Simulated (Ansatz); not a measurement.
The same path of AlClFH₃Si (7 atoms, charge 0, multiplicity 1) was run twice with different band settings. The coordinate that changes most is the dihedral Cl4–Al2–Si3–H7.

Computed with RKS PBE0-D4/cc-pVDZ (Ansatz 0.2.0).

Relaxed end points:

```xyz
7
Properties=species:S:1:pos:R:3
F -0.453 -2.470 0.824
Al -0.775 -1.068 -0.061
Si 0.710 0.850 0.089
Cl -2.509 -1.114 -1.278
H 2.086 0.449 -0.353
H 0.785 1.321 1.511
H 0.217 1.966 -0.779
```

```xyz
7
Properties=species:S:1:pos:R:3
F -1.804 -1.387 1.327
Al -0.873 -0.989 -0.026
Si 0.735 0.830 0.078
Cl -1.206 -2.163 -1.759
H 1.428 0.997 -1.239
H 1.752 0.539 1.141
H 0.030 2.105 0.433
```

Common settings: movable images 5; spring 5.0 eV/Å²; start path through a guess of the saddle point; force threshold 0.05 eV/Å; end points relaxed.

| run | climbing image | optimiser | iteration limit |
| --- | --- | --- | --- |
| 1 | yes | quadratic models (default) | 49 |
| 2 | from the first iteration | lbfgs | 60 |

Task: What does each run give, and how far can it be trusted?

Result: Run 1: converged after 5 iterations, highest image 0.000 eV above the first end. The highest image is an end point: on this band no image between the ends rises above it.
Run 2: converged after 17 iterations, highest image 0.000 eV above the first end. The top lies less than 8 meV above the higher end, about what the thresholds resolve: that end is a shoulder or a very shallow well. The order of the stationary point at the top wasn't checked.
